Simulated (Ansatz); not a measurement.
`[SiH3]BS` + CH₃OH → `COB[SiH3]` + H₂S at 500 K and 1 bar (ligand exchange at a B–S bond).

Isolated molecules relaxed with PBE0-D4/def2-TZVP in Ansatz; ΔE leaves out vibrations. CCSD(T)/CBS is the MP2 limit (def2-TZVPP, def2-QZVPP) plus CCSD(T) − MP2 in def2-TZVPP, frozen cores. This one scheme is used for every species. One conformer a species, not always the lowest.

```
    species  CCSD(T)/CBS energy (Eh)  H − E (kJ/mol)  S (J/(mol·K))
 `[SiH3]BS`               -714.65737           160.3          358.9
      CH₃OH               -115.61712           157.0          265.4
`COB[SiH3]`               -431.31805           254.1          394.9
        H₂S               -398.97279            57.0          224.0
```

H − E and S are ideal-gas, rigid-rotor, harmonic terms from PBE0-D4/def2-TZVP, for one conformer and one mirror image of each species. 1 Eh = 2625.50 kJ/mol, R = 8.31446 J/(mol·K).

Q: By hand: ΔE, ΔH, ΔS and ΔG.

A: ΔE = (-431.31805) + (-398.97279) − (-714.65737) − (-115.61712) = -0.01635 Eh = -42.9 kJ/mol. Δ(H − E) = 254.1 + 57.0 − 160.3 − 157.0 = -6.2, so ΔH = -49.1 kJ/mol. ΔS = 394.9 + 224.0 − 358.9 − 265.4 = -5.4 J/(mol·K). ΔG = -49.1 − 500 × (-5.4)/1000 = -46.4 kJ/mol.

Q: By hand: the equilibrium constant, and the temperature at which ΔG would vanish if ΔH and ΔS stayed fixed.

A: log₁₀ K = −ΔG/(RT ln 10) = 4.8. ΔG = 0 at ΔH/ΔS = 9093 K, far beyond where these terms or the molecules hold.

The number of gas molecules stays the same, so ΔS is small and ΔH decides. A doubt of 5 kJ/mol in ΔE shifts log₁₀ K by 0.5 here. Other conformers and mirror images would add mixing entropy, several J/(mol·K) or more a flexible species. These are equilibria of isolated gas molecules and say nothing of rates. Largest T1 diagnostic: 0.015 (customary marks: 0.02 for closed shells, 0.045 for open ones).
